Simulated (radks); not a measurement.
Q: Method: non-relativistic Kohn-Sham, LDA (Slater exchange, Perdew-Wang correlation), spin-unpolarised, spherical densities, point nucleus; computed with a radial shooting solver on a logarithmic mesh with Libxc functionals. Response by self-consistent Sternheimer equations with the Hartree and adiabatic LDA kernel. For heavy and open-shell atoms this level of theory can miss by tens of per cent. Estimate the static dipole polarisabilities of Ga+ ([Ar] 3d10 4s2) and Tc3+ ([Kr] 4d4) and the C6 coefficients of the three pairs.

A: alpha = 17.69 and 5.468 bohr^3; C6 = 89.40 (Ga+-Ga+), 42.44 (Ga+-Tc3+), 24.95 (Tc3+-Tc3+) hartree bohr^6.
